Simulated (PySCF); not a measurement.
Delta-SCF ions had no search for a lower state. 

# H2Se, SMILES `[SeH2]` (charge 0, multiplicity 1)

Level of theory: PBE-D3(BJ)/def2-TZVP // PBE0-D3(BJ)/def2-TZVP run with PySCF.

```json
{
 "HOMO": "-5.91 eV",
 "dipole_moment": "0.74 D",
 "HOMO–LUMO gap": "5.08 eV",
 "LUMO": "-0.83 eV",
 "vertical ionisation energy (Delta-SCF)": "9.77 eV",
 "adiabatic ionisation energy (no zero-point term)": "9.76 eV",
 "hole reorganisation energy (four-point)": "0.015 eV",
 "total_energy": "-65372.19 eV",
 "cost": "roughly 14 core-seconds"
}
```

Bonded distances (Å): Se1–H2 1.467, Se1–H3 1.467. Bond angles (°): H2–Se1–H3 91.2.
